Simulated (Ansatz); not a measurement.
GeH3 (SMILES [GeH3]) moved off its minimum; all values from Ansatz (a program for electronic structure), cores frozen in correlated methods. Open shells are unrestricted.
(charge 0, multiplicity 2)
```xyz
4

Ge     0.0715     0.0008     0.0122
H     -0.8402    -1.2249    -0.4575
H     -0.8027     1.3552    -0.3299
H      1.3660    -0.1134    -0.4203
```

Forces at HF/def2-TZVPP (eV/Å):

| atom | Fx | Fy | Fz |
|---|---|---|---|
| Ge1 | -5.702 | 0.609 | 1.064 |
| H2 | 0.651 | 0.672 | 0.259 |
| H3 | 1.158 | -1.197 | 0.202 |
| H4 | 3.893 | -0.083 | -1.525 |

Question: Give the forces (eV/Å), the total energy and the dipole at CCSD(T)/aug-cc-pVTZ.

Answer: 
| atom | Fx | Fy | Fz |
|---|---|---|---|
| Ge1 | -5.532 | 0.621 | 1.065 |
| H2 | 0.524 | 0.527 | 0.232 |
| H3 | 0.993 | -1.019 | 0.199 |
| H4 | 4.015 | -0.129 | -1.496 |
Energy -2077.2340 hartree, dipole 0.51 D.
